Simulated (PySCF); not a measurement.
**How methods differ on the excitation energy of Se**

Se [Ar] 3d10 4s2 4p4 (3P) → Se [Ar] 3d10 4s1 4p4 4d1 (high-spin determinant), as a difference of total energies. Computed with PySCF 2.14 in dyall-av2z, with the non-relativistic Hamiltonian (point nucleus). Correlated levels: valence: [Ar] 3d10 frozen; virtual orbitals above 40 to 60 times the deepest correlated orbital energy dropped. The calculations carry no spin-orbit coupling.

```csv
method,excitation energy (cm⁻¹)
UHF,149220
MP2 (valence),153100
SCS-MP2 (valence),153290
CCSD (valence),147800
CCSD(T) (valence),146530
```

A first-order spin-orbit estimate (lowest level to lowest level, LS coupling) adds -0.006 eV.

The upper state lies above the first ionisation limit, where it may autoionise and the basis confines it.

The promoted electron is Rydberg-like, and one or two diffuse shells describe it only roughly, which tends to raise the upper state.

The coupled-cluster amplitudes are large for the upper state (T1 above 0.03 or a double amplitude above 0.15), so a single reference is strained.

The determinant of the upper state mixes LS terms, which raises its energy above the lowest term, most at the Hartree-Fock and MP2 levels.
